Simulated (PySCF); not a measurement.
# Energy of V⁺ (vanadium, charge +1) between two integer charges

The 3d alpha orbital of [Ar] 3d4 is emptied in steps (occupation f), with all orbitals relaxed, ending at [Ar] 3d3. Computed with PySCF 2.14 in def2-TZVPPD, with no relativity, point nucleus. The exact energy is a straight line in f; departures are measured from the line between the end points of the same method.

| f | BLYP (eV) |
| --- | --- |
| 1 | 0.000 |
| 0.9 | -0.525 |
| 0.7 | -1.248 |
| 0.5 | -1.510 |
| 0.3 | -1.288 |
| 0.1 | -0.560 |
| 0 | 0.000 |

Question: For BLYP, how does the orbital energy at f = 1 compare with the removal energy?

Answer: −ε = 9.429 eV against a total-energy difference of 15.209 eV. By Janak's theorem ε = ∂E/∂f, so the gap between them reflects the curvature. Along the path −ε is 10.492 (f = 0.9), 12.725 (f = 0.7), 15.089 (f = 0.5), 17.568 (f = 0.3), 20.147 (f = 0.1) eV.

Reference removal energy between the ground levels: 14.634 ± 0.007 eV (measured; NIST Atomic Spectra Database, ionization energies). The calculation has no spin-orbit coupling. The determinant left behind need not be the lowest term of the ion.
